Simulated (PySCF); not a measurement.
Calculation: CAM-B3LYP-D3(BJ)/def2-TZVP in PySCF. All species are isolated molecules in the gas phase. Delta-SCF ions had no search for a lower state. Excitations are Tamm–Dancoff values on a coarser integration grid. The basis has no diffuse functions, so Rydberg states are missing or too high.

Reference species (SMILES): `BN=C=C` (neutral, multiplicity 1).

| Property | Value |
|---|---|
| S1–T1 gap (TDA) | 0.90 eV |
| vertical ionisation energy (Delta-SCF) | 9.17 eV |
| LUMO | -0.17 eV |
| T1 excitation (TDA) | 3.74 eV |

After one change: the S1–T1 gap (TDA) decreases by 0.29 eV; the vertical ionisation energy (Delta-SCF) decreases by 1.41 eV; the LUMO falls by 1.38 eV; the T1 excitation (TDA) decreases by 3.59 eV.

Problem. What was changed between the two runs? The new species is one of these.
A) `CBC#N`
B) `CB=C=N`
C) `[H]/B=C/N=C`
D) `[H]/N=C\B=C`

Solution. B, `CB=C=N`
